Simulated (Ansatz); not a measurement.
Ansatz (a program for electronic structure) job for TaOBr2, SMILES [O]=[Ta]([Br])[Br] (connectivity only; charge and spin as stated), neutral, multiplicity 2, PBE-D3(BJ)/def2-SVP. 

Ansatz 0.2 input:
```yaml
crystal:
  periodic: [false, false, false]
  atoms:
    - {symbol: Ta, position_ang: [0.00000000, 0.00000000, -0.37430229]}
    - {symbol: O, position_ang: [0.00000000, 0.00000000, -2.08969115]}
    - {symbol: Br, position_ang: [0.00000000, -2.25427552, 0.62916566]}
    - {symbol: Br, position_ang: [0.00000000, 2.25427552, 0.62916566]}
basis:
  gaussian:
    orbitals: def2-SVP
hamiltonian:
  xc: pbe
  dispersion: d3bj
magnetization: {spin_polarized: true, initial_magnetization: 1}
relax: {f_tol: 0.002, max_steps: 200}
```

Program output:

```
WARN ansatz: RAYON_NUM_THREADS=2 ignored (pool sized by the plan → 2); use --threads N
Functional definition: PBE
integrals: 0.06 GiB planned
1137 factors; their error is unknown
mean field: 0.40 GiB planned
mean field evaluation 1: about -143645.9637 eV, gradient 4.9e1 eV
mean field evaluation 2: about -143424.5782 eV, gradient 1.7e2 eV
mean field evaluation 4: about -143648.3336 eV, gradient 3.4e1 eV
mean field evaluation 8: about -143655.1461 eV, gradient 1.7e-1 eV
mean field evaluation 16: about -143655.0156 eV, gradient 4.0e-4 eV
mean field -143655.01564792 eV, -5279.2244521943 hartree, gradient 3.9e-5 eV, S^2 0.756444; 2 other end points of the search recorded, 0 dependent functions left out
the calculation of the forces begins
reference -143655.01569563 eV, -5279.2244539475 hartree; 46, 45 occupied and 64, 65 virtual orbitals, 1137 factors
relax step   1: F+E_penalty+E_count = -143655.12651769 eV  Δ(F+E_penalty+E_count) = +0.000e0 eV  max|allowed force component| = 5.722e-1 eV/Å  Δτ_max = 0.0000 Å  (44 SCF iters, accepted)
these checks for a lower state are left out or cut short: starts, cluster_reference, orbital_swaps, neighbouring_geometries, increment
integrals: 0.06 GiB planned
1137 factors; their error is unknown
mean field: 0.40 GiB planned
mean field evaluation 32: about -143655.0186 eV, gradient 5.0e-4 eV
mean field -143655.01861186 eV, -5279.2245611170 hartree, gradient 8.6e-6 eV, S^2 0.756524; 0 other end points of the search recorded, 0 dependent functions left out
the calculation of the forces begins
reference -143655.01865956 eV, -5279.2245628701 hartree; 46, 45 occupied and 64, 65 virtual orbitals, 1137 factors
relax step   2: F+E_penalty+E_count = -143655.12966314 eV  Δ(F+E_penalty+E_count) = -3.145e-3 eV  max|allowed force component| = 6.863e-2 eV/Å  Δτ_max = 0.0256 Å  (34 SCF iters, accepted)
these checks for a lower state are left out or cut short: starts, cluster_reference, orbital_swaps, neighbouring_geometries, increment
integrals: 0.06 GiB planned
1137 factors; their error is unknown
mean field: 0.40 GiB planned
mean field -143655.01925554 eV, -5279.2245847719 hartree, gradient 6.2e-6 eV, S^2 0.756569; 0 other end points of the search recorded, 0 dependent functions left out
the calculation of the forces begins
reference -143655.01930325 eV, -5279.2245865250 hartree; 46, 45 occupied and 64, 65 virtual orbitals, 1137 factors
relax step   3: F+E_penalty+E_count = -143655.13011371 eV  Δ(F+E_penalty+E_count) = -4.506e-4 eV  max|allowed force component| = 4.892e-3 eV/Å  Δτ_max = 0.0049 Å  (35 SCF iters, accepted)
these checks for a lower state are left out or cut short: starts, cluster_reference, orbital_swaps, neighbouring_geometries, increment
integrals: 0.06 GiB planned
1137 factors; their error is unknown
mean field: 0.40 GiB planned
mean field -143655.01924469 eV, -5279.2245843730 hartree, gradient 2.7e-5 eV, S^2 0.756565; 0 other end points of the search recorded, 0 dependent functions left out
the calculation of the forces begins
reference -143655.01929239 eV, -5279.2245861261 hartree; 46, 45 occupied and 64, 65 virtual orbitals, 1137 factors
relax step   4: F+E_penalty+E_count = -143655.13011539 eV  Δ(F+E_penalty+E_count) = -1.687e-6 eV  max|allowed force component| = 8.522e-4 eV/Å  Δτ_max = 0.0006 Å  (35 SCF iters, accepted)
integrals: 0.06 GiB planned
1137 factors; their error is unknown
mean field: 0.40 GiB planned
mean field evaluation 64: about -143655.0192 eV, gradient 1.3e-1 eV
mean field -143655.01924469 eV, -5279.2245843730 hartree, gradient 2.7e-5 eV, S^2 0.756565; 3 other end points of the search recorded, 0 dependent functions left out
the calculation of the forces begins
reference -143655.01929239 eV, -5279.2245861261 hartree; 46, 45 occupied and 64, 65 virtual orbitals, 1137 factors
Total energy: -143655.13016310 eV, -5279.2286605494 hartree
Atom 0 at    -0.000000     0.000000    -0.353101 Å, force     0.000000    -0.000000     0.000813 eV/Å
Atom 1 at     0.000000    -0.000000    -2.076486 Å, force    -0.000000    -0.000000    -0.000852 eV/Å
Atom 2 at     0.000000    -2.264766     0.611962 Å, force    -0.000000     0.000191     0.000020 eV/Å
Atom 3 at     0.000000     2.264766     0.611962 Å, force    -0.000000    -0.000191     0.000020 eV/Å
Dipole moment:     0.000000     0.000000     0.359662 e Å
```

The run converged.
